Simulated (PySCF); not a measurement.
**`N(/[H])=[CH]\[Ga@@H-]1[O]C=CC=[O+]1`, C$_{4}$H$_{6}$GaNO$_{2}$**

Cartesian coordinates in Å; atom numbers follow the order of the lines, from 1:
```xyz
14

N     1.9268    0.0083    0.9290
C     2.3176   -0.5116   -0.1545
Ga    0.6459   -0.6489   -1.3108
O    -0.2396    1.0820   -1.1547
C    -1.0932    1.4220   -0.2860
C    -1.7542    0.5787    0.5954
C    -1.5259   -0.7898    0.5946
O    -0.7259   -1.4180   -0.1565
H     2.6343    0.1619    1.6547
H     3.3658   -0.7941   -0.3308
H     0.3719   -1.1702   -2.7405
H    -1.3444    2.4921   -0.2550
H    -2.4721    0.9928    1.2825
H    -2.1077   -1.4057    1.2955
```

Method used: GIAO BHandHLYP/pcSseg-1 magnetisability, rotational g tensor and spin-rotation constants, non-relativistic, gas phase (PySCF 2.14.0). Geometry: GFN2-xTB.

The calculation is non-relativistic, which matters for the atoms heavier than Zn.

**Question.** Give the nuclear spin-rotation constants along the inertial axes (H = +C I·J) beside the isotropic shieldings.

**Answer.** Rotational constants 2.2427, 1.3054, 1.2502 GHz. A star marks the isotopologue with that one atom substituted, in its own axes.
| atom | isotope | Caa (kHz) | Cbb (kHz) | Ccc (kHz) | mean (kHz) | σ (ppm) |
| --- | --- | --- | --- | --- | --- | --- |
| N1 | 14N | 0.501 | 0.523 | 0.043 | 0.356 | -172.2 |
| Ga3 | 69Ga | 3.738 | 1.354 | 1.991 | 2.361 | 1660.9 |
| H9 | 1H | -0.155 | 0.244 | -0.154 | -0.022 | 19.0 |
| H10 | 1H | 0.290 | -0.104 | -0.123 | 0.021 | 22.2 |
| H11 | 1H | -0.163 | 0.042 | -0.107 | -0.076 | 27.1 |
| H12 | 1H | -0.101 | -0.109 | 0.061 | -0.050 | 23.4 |
| H13 | 1H | 0.135 | -0.112 | -0.135 | -0.037 | 26.5 |
| H14 | 1H | -0.099 | -0.115 | 0.065 | -0.050 | 23.4 |
| C2 | 13C* | 1.321 | 0.689 | 0.235 | 0.749 | -24.8 |
| O4 | 17O* | -0.857 | -0.139 | -0.526 | -0.507 | 27.4 |
| C5 | 13C* | 1.060 | 0.359 | 0.612 | 0.677 | -11.5 |
| C6 | 13C* | 0.903 | 0.271 | 0.274 | 0.482 | 80.1 |

For the geometry as given, no vibrational averaging.

**Question.** How do the rotational constants and the g tensor change when H9, H10, H11, H12, H13, H14 are replaced by deuterium?

**Answer.** Constants 2.0170, 1.1748, 1.1127 GHz; g -0.0454, -0.0191, -0.0145, against -0.0504, -0.0213, -0.0162 before.
